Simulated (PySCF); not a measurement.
**Atomic charges by several schemes**

Compound: BH2(nPr), C₃H₉B.
Geometry (PBE0-D3(BJ)/def2-SVP, Å), atoms numbered from 1 in this order:
```
atom  x, y, z in Å
B1     1.0230    1.6715    0.7393
H2     2.2337    1.7171    0.7641
H3     0.4194    2.7081    0.5620
C4     0.2493    0.3184    0.8310
C5    -0.0969   -0.1194   -0.6080
C6    -0.8687   -1.4302   -0.6584
H7    -0.6958    0.4328    1.3902
H8     0.8357   -0.4799    1.3145
H9     0.8288   -0.2217   -1.2012
H10   -0.6852    0.6714   -1.1051
H11   -1.8253   -1.3475   -0.1184
H12   -1.0918   -1.7254   -1.6954
H13   -0.2956   -2.2474   -0.1926
```

Density: PBE0/pcSseg-1 (PySCF); schemes: Mulliken, IAO, Hirshfeld and ESP-fitted. The structure is a single PBE0-D3(BJ)/def2-SVP conformer in the gas phase; no vibrational or solvent corrections.

Question: At which atom do the 4 schemes differ most?

Answer: At C5: from -0.339 (Mulliken) to +0.212 e (ESP-fitted), 0.551 e apart.

Question: For which atoms does the sign change between the 4 schemes (beyond +0.03 e in one, beyond −0.03 e in another)?

Answer: C5. Atomic charges aren't observables, and each scheme defines them in its own way.

Question: Which atoms carry the highest charge in the Mulliken, IAO, Hirshfeld and ESP-fitted schemes?

Answer: The schemes don't all agree: Mulliken B1 (+0.171); IAO H7 (+0.141); Hirshfeld B1 (+0.165); ESP-fitted B1 (+0.322).

Question: Tabulate the Mulliken, IAO, Hirshfeld and ESP-fitted charges.

Answer: In e:

```json
{"atom": "B1", "environment": "boron bonded to C and 2 H", "Mulliken": "+0.171", "IAO": "+0.088", "Hirshfeld": "+0.165", "ESP-fitted": "+0.322"}
{"atom": "H2", "environment": "hydrogen on B1", "Mulliken": "-0.004", "IAO": "+0.003", "Hirshfeld": "-0.063", "ESP-fitted": "-0.140"}
{"atom": "H3", "environment": "hydrogen on B1", "Mulliken": "-0.006", "IAO": "+0.001", "Hirshfeld": "-0.064", "ESP-fitted": "-0.142"}
{"atom": "C4", "environment": "carbon bonded to B, C and 2 H", "Mulliken": "-0.406", "IAO": "-0.405", "Hirshfeld": "-0.144", "ESP-fitted": "-0.216"}
{"atom": "C5", "environment": "carbon bonded to 2 C and 2 H", "Mulliken": "-0.339", "IAO": "-0.224", "Hirshfeld": "-0.051", "ESP-fitted": "+0.212"}
{"atom": "C6", "environment": "carbon bonded to C and 3 H", "Mulliken": "-0.267", "IAO": "-0.402", "Hirshfeld": "-0.111", "ESP-fitted": "-0.413"}
{"atom": "H7", "environment": "hydrogen on C4", "Mulliken": "+0.127", "IAO": "+0.141", "Hirshfeld": "+0.039", "ESP-fitted": "+0.053"}
{"atom": "H8", "environment": "hydrogen on C4", "Mulliken": "+0.124", "IAO": "+0.135", "Hirshfeld": "+0.035", "ESP-fitted": "+0.041"}
{"atom": "H9", "environment": "hydrogen on C5", "Mulliken": "+0.128", "IAO": "+0.128", "Hirshfeld": "+0.037", "ESP-fitted": "-0.009"}
{"atom": "H10", "environment": "hydrogen on C5", "Mulliken": "+0.129", "IAO": "+0.130", "Hirshfeld": "+0.038", "ESP-fitted": "-0.012"}
{"atom": "H11", "environment": "hydrogen on C6", "Mulliken": "+0.113", "IAO": "+0.134", "Hirshfeld": "+0.039", "ESP-fitted": "+0.101"}
{"atom": "H12", "environment": "hydrogen on C6", "Mulliken": "+0.118", "IAO": "+0.138", "Hirshfeld": "+0.041", "ESP-fitted": "+0.102"}
{"atom": "H13", "environment": "hydrogen on C6", "Mulliken": "+0.113", "IAO": "+0.135", "Hirshfeld": "+0.039", "ESP-fitted": "+0.103"}
```

Mean size of the charges over all atoms: IAO 0.159 e, Mulliken 0.157 e, ESP-fitted 0.144 e, Hirshfeld 0.067 e. Each set sums to the total charge, 0, to within 0.001 e. The Hirshfeld scheme weights the molecular density at each point by an atom's share of the summed free-atom densities. The ESP scheme is a least-squares fit of atom-centred charges to the potential on four shells outside the van der Waals surface, with the total charge fixed.

Question: Sum the charges by element, for elements with more than one atom.

Answer: 
```
element  atoms  Mulliken     IAO  Hirshfeld  ESP-fitted
      H      9    +0.842  +0.943     +0.141      +0.096
      C      3    -1.013  -1.031     -0.306      -0.418
```

Question: How closely do the schemes follow one another over all atoms?

Answer: Correlation coefficient and root-mean-square difference: Mulliken with IAO 0.96, 0.056 e; Mulliken with Hirshfeld 0.84, 0.134 e; IAO with Hirshfeld 0.81, 0.142 e; Hirshfeld with ESP-fitted 0.80, 0.130 e; IAO with ESP-fitted 0.60, 0.171 e; Mulliken with ESP-fitted 0.49, 0.191 e.
